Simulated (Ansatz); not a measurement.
The same path of CH5B + H4OSi (13 atoms, charge 0, multiplicity 1) was run twice with different band settings. Lost on the way: B1–C2, O8–H13. Made: B1–O8, C2–H13.

Method: RHF/6-31G* (Ansatz 0.2.0).

Relaxed end points:

```xyz
13
Properties=species:S:1:pos:R:3
B 0.035 0.140 0.348
C -0.025 0.416 1.909
H -0.926 0.041 2.386
H 0.841 0.042 2.452
H -0.028 1.499 2.048
H 1.074 0.205 -0.232
H -0.968 0.190 -0.301
O 0.021 -2.113 0.418
Si -0.966 -3.089 -0.500
H -0.495 -4.483 -0.398
H -2.358 -3.028 -0.022
H -0.879 -2.612 -1.883
H 0.294 -2.418 1.273
```

```xyz
13
Properties=species:S:1:pos:R:3
B -0.022 -0.410 -1.090
C 0.165 -0.080 2.984
H -0.807 -0.524 3.166
H 0.639 0.152 3.931
H 0.045 0.831 2.409
H 0.982 0.197 -1.293
H -1.062 0.157 -0.928
O 0.033 -1.752 -1.049
Si -1.051 -2.977 -0.816
H -0.592 -3.803 0.311
H -2.387 -2.426 -0.521
H -1.110 -3.796 -2.037
H 0.785 -0.778 2.433
```

Common settings: movable images 9; spring 5.0 eV/Å²; start path through a guess of the saddle point; force threshold 0.05 eV/Å; end points relaxed.

| run | climbing image | optimiser | iteration limit |
| --- | --- | --- | --- |
| 1 | yes | quadratic models (default) | 50 |
| 2 | from the first iteration | lbfgs | 57 |

(1) What does each run give, and how far can it be trusted?

Results:

(1) Run 1: converged after 37 iterations, highest image 1.766 eV above the first end. Neighbouring images differ by up to 2.3 eV, so the band resolves the path poorly. A vibrational analysis at the climbing image gives one clearly imaginary mode, 1980i cm⁻¹: a first-order saddle point.
Run 2: not converged after 57 iterations, highest image 1.799 eV above the first end. The band didn't meet its force threshold, so its energies are provisional: the largest band force was still 0.24 eV/Å, and over the last iterations the top stayed at 1.80 eV.
The orbitals stay closed-shell, which can raise the energy where a bond breaks towards radicals; this wasn't checked here.
